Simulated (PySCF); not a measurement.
**Field gradients at the hydrogen positions**

C4H10O2SSi3.
Z-matrix (Å and degrees, GFN2-xTB geometry), rows numbered from 1:
```
O 
C   1  1.3677
C   2  1.4164  1  124.50
C   3  1.3584  2  111.81  1   179.92
S   4  1.7160  3  111.93  2     0.03
C   2  1.3678  1  121.15  3   179.98
Si  6  1.8763  2  126.51  1     0.29
Si  7  2.3012  6  106.72  2     1.96
O   8  1.6326  7  104.10  6   179.51
Si  9  1.6095  8  166.31  7  -106.52
H   1  0.9633  2  109.41  3     0.31
H   3  1.0771  2  123.91  1    -0.18
H   4  1.0716  3  128.21  2   179.90
H   7  1.4768  6  105.65  2  -122.87
H   7  1.4771  6  105.47  2   127.04
H   8  1.4668  7  117.45  6   -67.45
H   8  1.4684  7  116.83  6    64.24
H  10  1.4607  9  105.91  8  -148.81
H  10  1.4631  9  106.68  8    91.28
H  10  1.4622  9  108.48  8   -28.72
```

Level: PBE0/pcSseg-1 (PySCF, non-relativistic); Q(2H) = 0.00286 b; rigid geometry, the same for H and D, with no vibrational averaging.

**Question.** Rank these positions by the coupling χzz of a deuteron there, largest first.
A. H11 (phenol-type hydroxyl hydrogen)
B. H12 (aromatic hydrogen)
C. H13 (aromatic hydrogen)
D. H20 (Si–H hydrogen)
E. H15 (Si–H hydrogen)

**Answer.** A (310 kHz), C (233 kHz), B (227 kHz), D (108 kHz), E (104 kHz).

**Question.** Tabulate Vzz, the asymmetry η and χzz = 234.96 MHz × Q × Vzz for every hydrogen position.

**Answer.** 
```
atom  bonded to  bond length (Å)  Vzz (au)     η  χzz (kHz)
 H11         O1            0.963    0.4616  0.14        310
 H12         C3            1.077    0.3373  0.09        227
 H13         C4            1.072    0.3465  0.08        233
 H14        Si7            1.477    0.1548  0.02        104
 H15        Si7            1.477    0.1545  0.02        104
 H16        Si8            1.467    0.1599  0.00        107
 H17        Si8            1.468    0.1588  0.01        107
 H18       Si10            1.461    0.1617  0.02        109
 H19       Si10            1.463    0.1597  0.02        107
 H20       Si10            1.462    0.1605  0.03        108
```

**Question.** Average by the element that carries the hydrogen.

**Answer.** on O: 310 kHz over 1 position, mean bond length 0.963 Å; on C: 230 kHz over 2 positions, mean bond length 1.074 Å; on Si: 107 kHz over 7 positions, mean bond length 1.468 Å.

**Question.** How does χzz go with the bond length over the 7 Si–H bonds?

**Answer.** A straight-line fit has a slope of -2.7 kHz for each 0.01 Å, with a correlation coefficient of -0.98, over lengths from 1.461 to 1.477 Å. The longer bonds have the smaller couplings here.

**Question.** Give the 2H NMR doublet splittings at H18 for a magnetic field along the z, y and x axes of the gradient: 3χ/2, 3χ(1 + η)/4, 3χ(1 − η)/4.

**Answer.** With |χ| = 108.7 kHz and η = 0.018: 163, 83 and 80 kHz, to first order and without motion.

Isolated species at its GFN2-xTB geometry (one conformer only). GFN2-xTB frequencies show an imaginary mode (25i cm⁻¹), so this geometry is no minimum at that level. GFN2-xTB bond lengths can be off by several hundredths of an ångström, more for odd bonds, and the gradients follow them. The small basis limits the accuracy of the gradients.
